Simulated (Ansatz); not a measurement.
# Ligand exchange: SiH3Br + GeH(CH3)2(SiH3) → SiH3(SiH3) + GeH(CH3)2Br

Species: SiH3Br `[SiH3]Br`, singlet; GeH(CH3)2(SiH3), singlet; SiH3(SiH3) (disilane), singlet; GeH(CH3)2Br, singlet. The partners trade Br for SiH3: Si–Br and Ge–SiH3 bonds give way to Si–SiH3 and Ge–Br.

Shapes, held fixed at every level: PBE0-D4/def2-TZVP. Programs: Ansatz 0.2.0. Electronic energies: no zero-point or thermal term.

Estimate ΔE of this reaction.

The highest level, CCSD(T)/def2-TZVPP, gives ΔE = +2.2 kJ/mol; the levels span -3.1 to +4.4. That is about zero within the method's error. They disagree on the sign: 5 of 7 are positive. The column of differences is taken from that level and isn't an error. No measured value is set beside it here. Relativity is left out for Br, Ge unless named. Correlated rows may include outer-core shells of Br, Ge, which these sets cover unevenly.

```
               level                    kind  ΔE (kJ/mol)  less CCSD(T)/def2-TZVPP
       HF/def2-TZVPP            Hartree–Fock         -3.1                     -5.3
r2SCAN-D4/def2-TZVPP                meta-GGA         +0.9                     -1.3
 B3LYP-D4/def2-TZVPP           global hybrid         +0.9                     -1.3
  wB97M-V/def2-TZVPP  range-separated hybrid         +4.4                     +2.2
  wB97X-V/def2-TZVPP  range-separated hybrid         -0.1                     -2.3
     CCSD/def2-TZVPP   coupled cluster or CI         +2.0                     -0.2
  CCSD(T)/def2-TZVPP   coupled cluster or CI         +2.2                      0.0
```
